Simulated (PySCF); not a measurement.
H₅GeNO, singlet, geometry from GFN2-xTB; PBE0/STO-3G, polarisability (PySCF).

The PySCF input:
```python
from pyscf import gto, scf, dft
from pyscf.prop import polarizability

mol = gto.Mole()
mol.atom = '''
    Ge   -0.22886294   -0.24881406    0.06256490
    N     1.53218929   -0.51172173   -0.18667527
    O    -0.55030496    1.47563485   -0.07070189
    H    -0.59523862   -0.71190260    1.44232860
    H    -0.98202039   -0.97384552   -1.01424207
    H     1.88681255   -0.26139739   -1.09995179
    H     2.13928287   -0.09041515    0.50356533
    H    -1.44810770    1.77658370    0.03856520
'''
mol.basis = 'sto-3g'
mol.verbose = 4
mol.build()

mf = dft.RKS(mol)
mf.xc = 'pbe0'
mf.kernel()
alpha = mf.Polarizability().polarizability()[2, 2]
print('alpha_zz =', alpha)
```

**Question.** What does PySCF print? Leave out banner, timings and long lists.

**Answer.** 
```
site-packages/pyscf/prop/efg/rhf.py:45: UserWarning: Module EFG is under testing
  warnings.warn('Module EFG is under testing')
site-packages/pyscf/prop/efg/dhf.py:30: UserWarning: Module EFG is under testing
  warnings.warn('Module EFG is under testing')
site-packages/pyscf/prop/zfs/uhf.py:40: UserWarning: Module ZFS is under testing
  warnings.warn('Module ZFS is under testing')
site-packages/pyscf/prop/gtensor/uhf.py:43: UserWarning: Module g-tensor is under testing
  warnings.warn('Module g-tensor is under testing')
site-packages/pyscf/prop/gtensor/uks.py:41: UserWarning: Module g-tensor is under testing
  warnings.warn('Module g-tensor is under testing')
site-packages/pyscf/prop/hfc/uks.py:35: UserWarning: Module HFC is under testing
  warnings.warn('Module HFC is under testing')
site-packages/pyscf/prop/magnetizability/rhf.py:39: UserWarning: Module magnetizability is under testing
  warnings.warn('Module magnetizability is under testing')
site-packages/pyscf/prop/magnetizability/uhf.py:37: UserWarning: Module magnetizability is under testing
  warnings.warn('Module magnetizability is under testing')
site-packages/pyscf/prop/magnetizability/rks.py:37: UserWarning: Module magnetizability is under testing
  warnings.warn('Module magnetizability is under testing')
site-packages/pyscf/prop/magnetizability/uks.py:39: UserWarning: Module magnetizability is under testing
  warnings.warn('Module magnetizability is under testing')
site-packages/pyscf/prop/polarizability/uhf.py:34: UserWarning: Module polarizability is under testing
  warnings.warn('Module polarizability is under testing')
site-packages/pyscf/prop/polarizability/rks.py:29: UserWarning: Module polarizability is under testing
  warnings.warn('Module polarizability is under testing')
site-packages/pyscf/prop/polarizability/uks.py:29: UserWarning: Module polarizability is under testing
  warnings.warn('Module polarizability is under testing')
PySCF version 2.14.0

[INPUT] verbose = 4
[INPUT] num. atoms = 8
[INPUT] num. electrons = 52
[INPUT] charge = 0
[INPUT] spin (= nelec alpha-beta = 2S) = 0
[INPUT] symmetry False subgroup None
[INPUT] Mole.unit = angstrom
[INPUT] Symbol           X                Y                Z      unit          X                Y                Z       unit  Magmom
[...]
nuclear repulsion = 220.150411969636
number of shells = 19
number of NR pGTOs = 99
number of NR cGTOs = 33
basis = sto-3g
ecp = {}

******** <class 'pyscf.dft.rks.RKS'> ********
method = RKS
initial guess = minao
damping factor = 0
level_shift factor = 0
DIIS = <class 'pyscf.scf.diis.CDIIS'>
diis_start_cycle = 1
diis_space = 8
diis_damp = 0
SCF conv_tol = 1e-09
SCF conv_tol_grad = None
SCF max_cycles = 50
direct_scf = True
direct_scf_tol = 1e-13
XC library pyscf.dft.libxc version 7.1.2
    S. Lehtola, C. Steigemann, M. J. T. Oliveira, and M. A. L. Marques,  SoftwareX 7, 1–5 (2018)
XC functionals = pbe0
    C. Adamo and V. Barone,  J. Chem. Phys. 110, 6158 (1999)
    M. Ernzerhof and G. E. Scuseria,  J. Chem. Phys. 110, 5029 (1999)
radial grids:
    Treutler-Ahlrichs [JCP 102, 346 (1995); DOI:10.1063/1.469408] (M4) radial grids

becke partition: Becke, JCP 88, 2547 (1988); DOI:10.1063/1.454033
pruning grids: <function nwchem_prune>
grids dens level: 3
symmetrized grids: False
atomic radii adjust function: <function treutler_atomic_radii_adjust>
small_rho_cutoff = 0
Set gradient conv threshold to 3.16228e-05
Initial guess from minao.
tot grids = 97664
init E= -2181.78261097454
[...]
cycle= 1 E= -2183.73676955092  delta_E= -1.95  |g|= 0.682  |ddm|= 3.26
[...]
cycle= 2 E= -2183.79930287999  delta_E= -0.0625  |g|= 0.569  |ddm|= 1.95
[...]
cycle= 3 E= -2183.90462913435  delta_E= -0.105  |g|= 0.0838  |ddm|= 0.999
[...]
cycle= 4 E= -2183.90703323959  delta_E= -0.0024  |g|= 0.018  |ddm|= 0.16
[...]
cycle= 5 E= -2183.90713321312  delta_E= -0.0001  |g|= 0.00518  |ddm|= 0.0327
[...]
cycle= 6 E= -2183.90714210244  delta_E= -8.89e-06  |g|= 0.00066  |ddm|= 0.00913
[...]
cycle= 7 E= -2183.90714228208  delta_E= -1.8e-07  |g|= 5.04e-05  |ddm|= 0.00131
[...]
cycle= 8 E= -2183.90714228351  delta_E= -1.43e-09  |g|= 3.17e-06  |ddm|= 0.000163
[...]
cycle= 9 E= -2183.90714228351  delta_E= -4.09e-12  |g|= 4.85e-07  |ddm|= 1.24e-05
[...]
Extra cycle  E= -2183.90714228352  delta_E= -6.37e-12  |g|= 3.42e-07  |ddm|= 1.53e-06
converged SCF energy = -2183.90714228352
Isotropic polarizability 17.5152975882
Polarizability anisotropy 5.6732820383
alpha_zz = 15.235483991142027
```
